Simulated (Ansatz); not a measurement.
Reaction (substitution at a C–Al bond): `C=[CH][AlH][CH2][SiH3]` + `BN[SiH3]` → `BN([SiH3])C=C` + `[AlH2][CH2][SiH3]`

Program: Ansatz. Geometries: PBE0-D4/def2-TZVP. ΔE: electronic, gas phase. CCSD(T)/CBS is the MP2 limit (def2-TZVPP, def2-QZVPP) plus CCSD(T) − MP2 in def2-TZVPP, frozen cores. DFT in def2-TZVPP. B3LYP here is the variant with VWN-RPA as its local correlation; programs differ in this. Each species was taken in one conformer, which may not be the lowest.

```tsv
level	ΔE (kJ/mol)
ωB97X-V	50.6
B3LYP	54.2
```

(1) What does CCSD(T)/CBS give? (Estimate.)

Largest T1 diagnostic among the species: 0.013.

## Answers

(1) Ansatz gave: +54.5 kJ/mol. The listed levels differ from it by -3.9, -0.3 kJ/mol.

The D4 term adds −4.1 kJ/mol with B3LYP and −1.8 kJ/mol with PBE0; it sums over pairs of atoms, weighted by their polarisabilities, and B3LYP, whose exchange is more repulsive, gets the larger term. In def2-TZVPP, CCSD(T) changes the Hartree–Fock value by −5.8 kJ/mol (the triples alone add −1.6 kJ/mol) and MP2 by −6.2 kJ/mol.
